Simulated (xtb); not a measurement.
C4H7NS, SMILES CSC=C=CN. All values are semi-empirical tight-binding results from xtb (GFN2-xTB unless named), good for trends rather than for accurate numbers. Geometry optimised at GFN2-xTB. The structure was generated by enumeration; whether it is a known compound was not checked. The values are those of a single conformer.

Optimised geometry:

Bonded distances (Å): C1–S2 1.818, C1–H7 1.085, C1–H8 1.087, C1–H9 1.087, S2–C3 1.788, C3–C4 1.294, C3–H10 1.080, C4–C5 1.307, C5–N6 1.392, C5–H11 1.084, N6–H12 1.010, N6–H13 1.009. Angles (°): S2–C1–H7 106.7, S2–C1–H8 109.6, S2–C1–H9 109.7, H7–C1–H8 109.9, H7–C1–H9 109.9, H8–C1–H9 110.9, C1–S2–C3 99.0, S2–C3–C4 123.7, S2–C3–H10 112.2, C4–C3–H10 124.0, C3–C4–C5 176.2, C4–C5–N6 125.2, C4–C5–H11 120.1, N6–C5–H11 114.2, C5–N6–H12 114.0, C5–N6–H13 114.5, H12–N6–H13 112.8.

The orbital gap is 3.95 eV. The zero-point energy comes out as 62.3 kcal/mol. The G − E(el) at 298.15 K (modified RRHO) comes out as 41.7 kcal/mol and the static polarisability (D4 model) is 77.0 bohr³. The solvation energy, GFN2-xTB/ALPB(water) is -3.6 kcal/mol and the solvation energy, GFN2-xTB/ALPB(hexane) is -6.1 kcal/mol.

Question: Give the atomic charges and the Wiberg bond orders between heavy atoms. (An estimate is asked for; the answer gives what the named calculation found.)

Answer: charges (e) C1 -0.05, S2 -0.19, C3 0.00, C4 -0.08, C5 0.03, N6 -0.27, H7 0.06, H8 0.05, H9 0.05, H10 0.04, H11 0.04, H12 0.15, H13 0.16. Bond orders C1–S2 1.01, S2–C3 0.99, C3–C4 1.93, C4–C5 1.81, C5–N6 1.12.
